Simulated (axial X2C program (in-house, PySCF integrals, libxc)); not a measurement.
# Spin–orbit effects along a row: molecules with H (ions), PBE0

Calculated with an in-house relativistic program for diatomic molecules, spin-free (one-electron X2C) or two-component (2c: spin–orbit coupling with atomic mean-field Coulomb and Gaunt terms, which also bring small scalar terms), in Dyall basis sets with cores contracted in-house; open shells are unrestricted.

Basis sets: Ag dyall-cv3z, H dyall-v3z, In dyall-cv3z, Mo dyall-cv3z, Nb dyall-cv3z, Pd dyall-cv3z, Rh dyall-cv3z, Ru dyall-cv3z, Sn dyall-cv3z, Sr dyall-cv3z, Tc dyall-cv3z, Y dyall-cv3z, Zr dyall-cv3z.

```csv
molecule,spin-free state,Re (Å),ωe (cm⁻¹),De (eV),2c state,Re 2c (Å),ωe 2c (cm⁻¹),De 2c (eV)
SrH⁺,"M_S = 0, Λ = 0",2.019,1428.8,2.17,Ω = 0,2.019,1429.1,2.17
YH⁺,"M_S = 1/2, Λ = 0",1.860,1687.0,n/a,Ω = 1/2,1.860,1686.9,n/a
ZrH⁺,"M_S = 1, Λ = 2",1.802,1764.9,2.53,Ω = 1,1.802,1763.8,n/a
NbH⁺,"M_S = 3/2, Λ = 2",1.719,1866.4,2.25,Ω = 1/2,1.719,1865.3,n/a
MoH⁺,"M_S = 2, Λ = 0",1.665,1943.4,1.86,Ω = 2,1.665,1942.2,1.85
TcH⁺,"M_S = 5/2, Λ = 0",1.657,1909.7,2.41,Ω = 5/2,1.657,1908.8,2.41
RuH⁺,?,?,?,?,?,?,?,?
RhH⁺,"M_S = 1/2, Λ = 2",1.486,2294.8,1.94,Ω = 5/2,1.488,2286.6,n/a
PdH⁺,"M_S = 0, Λ = 0",1.458,2363.7,2.14,Ω = 0,1.460,2351.2,n/a
AgH⁺,"M_S = 1/2, Λ = 0",1.685,1160.2,0.65,Ω = 1/2,1.685,1163.3,0.65
InH⁺,"M_S = 1/2, Λ = 0",1.844,1101.0,0.33,Ω = 1/2,1.843,1105.8,0.33
SnH⁺,"M_S = 0, Λ = 0",1.762,1828.4,2.70,Ω = 0,1.761,1824.7,n/a
```

Q: Estimate the 2c Re and ωe of RuH⁺ as the mean of its neighbours in the table.

A: Re ≈ 1.573 Å, ωe ≈ 2097.7 cm⁻¹. The PBE0 runs give the row below, so the estimate misses by -0.028 Å and 92.1 cm⁻¹.

```tsv
molecule	spin-free state	Re (Å)	ωe (cm⁻¹)	De (eV)	2c state	Re 2c (Å)	ωe 2c (cm⁻¹)	De 2c (eV)
RuH⁺	M_S = 2, Λ = 1	1.601	2007.4	1.98	Ω = 3	1.601	2005.6	n/a
```

Fragments in 2c: Sr+ + H, Y+ + H, Zr+ + H, Nb+ + H, Mo+ + H, Tc+ + H, Ru+ + H, Rh+ + H, Pd+ + H, Ag+ + H, In+ + H, Sn+ + H. Each entry is the lowest single determinant of a limited PBE0 search at one distance. De goes to single-determinant-based atoms at the same level (for ions the charge split of lowest energy) and is withheld (n/a) where an atom does not fit its ground term or J level. Main or longest-lived isotopes. One determinant is a doubtful description, or other states lie close, for YH⁺, ZrH⁺, NbH⁺, MoH⁺, TcH⁺, RuH⁺, RhH⁺; these need not be ground states, and all values refer to the states named. Some open-shell Ω = 0 determinants are out of reach, so the Ω given for MoH⁺, RuH⁺ need not be the lowest component. With several unpaired electrons the Ω given is that of one determinant, not necessarily of the lowest component. The functionals have no current term, which raises determinants with orbital currents.
